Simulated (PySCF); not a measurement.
From one molecule to another.

First species: C9H11N.
InChI=1S/C9H11N/c1-4-9(2,3)10-7-5-6-8-10/h1,5-8H,2-3H3

Second species: C5H12OSi2.
Atom-mapped SMILES: `[CH3:1][C:2]1=[C:3]([CH2:4][CH2:5][OH:6])[SiH2:7][SiH2:8]1` (hydrogens: H9, H10, H11 on C1; H12, H13 on C4; H14, H15 on C5; H16 on O6; H17, H18 on Si7; H19, H20 on Si8)

Levels: PBE0/pcSseg-1 for dipole moment, HOMO energy, LUMO energy and HOMO–LUMO gap; GFN2-xTB for rotational constant A and rotational constant C. Geometries: GFN2-xTB. Each species is one conformer at its optimised geometry, gas phase, non-relativistic unless stated. Electronic properties by PySCF.

The conformers computed, where there is a choice (atom-mapped SMILES and torsion angles):
- `[CH:1]#[C:2][C:3]([CH3:4])([CH3:5])[n:6]1[cH:7][cH:8][cH:9][cH:10]1`: C2–C3–N6–C7 180°
- `[CH3:1][C:2]1=[C:3]([CH2:4][CH2:5][OH:6])[SiH2:7][SiH2:8]1`: C2–C3–C4–C5 -153°, C3–C4–C5–O6 -54°, H–O6–C5–C4 -58°

Which of the two has the higher HOMO energy, and by how much?

The first: -6.00 eV against -7.15 eV, a difference of 1.15 eV.

Which of the two has the higher LUMO energy, and by how much?

The first: 0.76 eV against -0.07 eV, a difference of 0.83 eV.

Which of the two has the higher rotational constant A, and by how much?

The first: 2.368 GHz against 2.145 GHz, a difference of 0.223 GHz.

Which has the higher dipole moment?

The second: 2.62 D against 2.27 D, a difference of 0.35 D.

Which has the higher rotational constant C?

The first: 0.898 GHz against 0.745 GHz, a difference of 0.153 GHz.

Which of the two has the higher HOMO–LUMO gap, and by how much?

The second: 7.08 eV against 6.76 eV, a difference of 0.32 eV.

On the first: A dipole of 2.27 D is allowed in Cs, and pure rotational transitions are dipole-allowed. The dipole matches unit charges of opposite sign 0.47 Å apart (1 e·Å = 4.8032 D).

On the second: A dipole of 2.62 D is allowed in C1, and pure rotational transitions are dipole-allowed. In atomic units the dipole is 1.03 e·bohr (1 au = 2.5417 D).
